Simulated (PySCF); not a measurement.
## Electron correlation in Ag (silver, neutral)

[Kr] 4d9 5s2, 2D determinant (an excited configuration). All numbers are calculated (PySCF 2.14, a scalar-relativistic core potential, in aug-cc-pVDZ-PP with ECP28MDF). Frozen: 4s2 4p6; 11 electrons correlated.

| level | correlation energy (mhartree) |
| --- | --- |
| CCSD | -303.95 |
| (T) | -8.58 |
| CCSD(T) | -312.53 |

Diagnostics: T1 = 0.018, D1 = 0.0603, largest double amplitude 0.055.

**Question.** Is a single reference adequate?

**Answer.** Yes, within this model without spin-orbit coupling: T1 lies below 0.03 and no double amplitude reaches 0.07.
